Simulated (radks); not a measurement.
The numbers below are computed, except where a source is named.
Spherical quantum dot in the effective-mass picture: electrons in a parabolic well V = omega^2 r^2 / 2 with omega = 1.64, with a point charge +1 (a donor) at the centre, all in effective atomic units (hartree* = m*/eps^2 hartree, bohr* = eps/m* bohr), one dielectric constant everywhere. Level of theory: non-relativistic Kohn-Sham, PBEsol, spin-polarised, spherical densities (a radial shooting solver with Libxc functionals). Levels are named by radial order and angular momentum (1s, 1p, 1d, 2s, ...), and open shells are averaged over m. Results are scaled to m* = 0.505 and eps = 12.8, for which hartree* = 83.87 meV and bohr* = 1.341 nm. Each electron was tried in the lowest free levels, single moves between levels near the top were tried too, and the lowest total energy was kept; such a search can miss a lower state. At N = 1 the Hartree and exchange-correlation terms need not cancel, so that row can carry a self-interaction error.

N,open shells,2S,E (meV),addition energy mu(N+1) - mu(N) (meV),e(HOMO) (meV),rms radius (nm)
1,"1s(up 1, down 0)",1,72.7593,96.42,110.03,1.088
2,none,0,241.941,225.7,203.58,1.161
3,"1p(up 1, down 0)",1,636.791,53.15,420.97,1.370
4,"1p(up 2, down 0)",2,1084.79,54.32,475.16,1.483
5,"1p(up 3, down 0)",3,1587.11,70.21,529.41,1.561
6,"1p(up 3, down 1)",2,2159.64,48.78,596.58,1.627
7,"1p(up 3, down 2)",1,2780.95,49.77,646.18,1.682
8,none,0,3452.04,140.5,695.96,1.730
9,"2s(up 1, down 0)",1,4263.67,51.29,834.06,1.802
10,none,0,5126.60,53.75,885.04,1.863
11,"1d(up 1, down 0)",1,6043.27,42.06,937.72,1.918
12,"1d(up 2, down 0)",2,7002.00,41.87,979.71,1.966
13,"1d(up 3, down 0)",3,8002.60,41.59,1021.4,2.009
14,"1d(up 4, down 0)",4,9044.79,41.25,1062.9,2.049
15,"1d(up 5, down 0)",5,10128.2,51.80,1103.9,2.086
16,"1d(up 5, down 1)",4,11263.5,39.25,1154.9,2.122
17,"1d(up 5, down 2)",3,12438.0,39.14,1194.1,2.155
18,"1d(up 5, down 3)",2,13651.6,38.94,1233.1,2.187
19,"1d(up 5, down 4)",1,14904.2,38.70,1272.0,2.217
20,none,0,16195.4,126.5,1310.5,2.246
21,"1f(up 1, down 0)",1,17613.2,35.47,1435.5,2.283
22,"1f(up 2, down 0)",2,19066.4,35.33,1470.9,2.317
23,"1f(up 3, down 0)",3,20555.0,35.16,1506.2,2.349
24,"1f(up 4, down 0)",4,22078.7,34.98,1541.2,2.380
25,"1f(up 5, down 0)",5,23637.4,34.79,1576.1,2.409
26,"1f(up 6, down 0)",6,25230.9,34.59,1610.8,2.437
27,"1f(up 7, down 0)",7,26859.0,43.82,1645.3,2.464
28,"1f(up 7, down 1)",6,28530.9,33.48,1688.7,2.491
29,"1f(up 7, down 2)",5,30236.3,33.38,1722.1,2.516
30,"1f(up 7, down 3)",4,31975.1,33.26,1755.4,2.540
31,"1f(up 7, down 4)",3,33747.1,33.12,1788.6,2.564
32,"1f(up 7, down 5)",2,35552.2,32.97,1821.7,2.587
33,"1f(up 7, down 6)",1,37390.4,32.81,1854.5,2.610
34,none,0,39261.3,41.02,1887.3,2.631
35,"2p(up 1, down 0)",1,41173.2,33.20,1928.5,2.653
36,"2p(up 2, down 0)",2,43118.4,33.15,1961.7,2.674
37,"2p(up 3, down 0)",3,45096.7,38.44,1994.8,2.694
38,"2p(up 3, down 1)",2,47113.4,32.46,2033.0,2.715
39,"2p(up 3, down 2)",1,49162.6,-,2065.4,2.734

All shells are closed at N = 2, 8, 10, 20, 34 (there: 1s2 1p6 1d10 2s2 1f14); the second difference of the energy has clear peaks (12 % above both neighbours; the first and last values, which can be the largest, are not judged, and half-filled shells can peak too) at N = 2, 5, 8, 15, 20, 27, 34, 37.
